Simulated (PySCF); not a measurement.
Electron correlation in Os⁶²⁺ (osmium, charge +62)

[Ne] 3s2 3p2, high-spin 3P determinant. Calculation: PySCF 2.14, in an uncontracted even-tempered set (17 s from 17 bohr⁻², ratio 2.5; 12 p from 23 bohr⁻², ratio 2.5; 4 d from 87 bohr⁻², ratio 2.7; 4 f from 130 bohr⁻², ratio 2.7); scalar relativity by spin-free X2C-1e. Frozen: 1s2; 12 electrons correlated; the 20 highest virtual orbitals of each spin left out.

```json
{"level": "CCSD", "correlation energy (mhartree)": "-545.35"}
{"level": "(T)", "correlation energy (mhartree)": "-0.41"}
{"level": "CCSD(T)", "correlation energy (mhartree)": "-545.76"}
```

Diagnostics: T1 = 0.00025, D1 = 0.0011, largest double amplitude 0.030.

Spin-orbit coupling is strong in this species (close to jj coupling), so the high-spin LS determinant is a model state, not a physical level.

Cost of the coupled-cluster step: of the order of 16 core-seconds, for 12 correlated electrons.

Iterations:

```
CC2 = 0
CCSD nocc = (np.int64(7), np.int64(5)), nmo = (80, 80)
frozen orbitals [[0, 81, 82, 83, 84, 85, 86, 87, 88, 89, 90, 91, 92, 93, 94, 95, 96, 97, 98, 99, 100], [0, 81, 82, 83, 84, 85, 86, 87, 88, 89, 90, 91, 92, 93, 94, 95, 96, 97, 98, 99, 100]]
max_cycle = 100
direct = 0
conv_tol = 1e-08
conv_tol_normt = 1e-06
diis_space = 8
diis_start_cycle = 0
Init t2, MP2 energy = -0.532684566345533
Init E_corr(UCCSD) = -0.532684566345585
cycle = 1  E_corr(UCCSD) = -0.543375102512759  dE = -0.0106905362  norm(t1,t2) = 0.00554585
cycle = 2  E_corr(UCCSD) = -0.545026010828148  dE = -0.00165090832  norm(t1,t2) = 0.000947449
cycle = 3  E_corr(UCCSD) = -0.545347685841376  dE = -0.000321675013  norm(t1,t2) = 0.000172149
cycle = 4  E_corr(UCCSD) = -0.545345319847383  dE = 2.36599399e-06  norm(t1,t2) = 5.24837e-06
cycle = 5  E_corr(UCCSD) = -0.545345332977994  dE = -1.31306112e-08  norm(t1,t2) = 1.22648e-07
cycle = 6  E_corr(UCCSD) = -0.54534533345601  dE = -4.7801596e-10  norm(t1,t2) = 5.0718e-09
UCCSD converged
E(UCCSD) = -12791.56184200414  E_corr = -0.5453453334560097
UCCSD(T) correction = -0.000414290701463737
```

At this charge the one-electron X2C treatment keeps the bare 1/r₁₂, with no two-electron picture change or Breit term. The effect here is smaller than on the frozen 1s shell; and a scalar Hamiltonian misses the large spin-orbit splitting of the p shells, which matters for ns² → np² pairs.

Spin-orbit coupling is strong in this species, so the high-spin LS determinant is a model state.
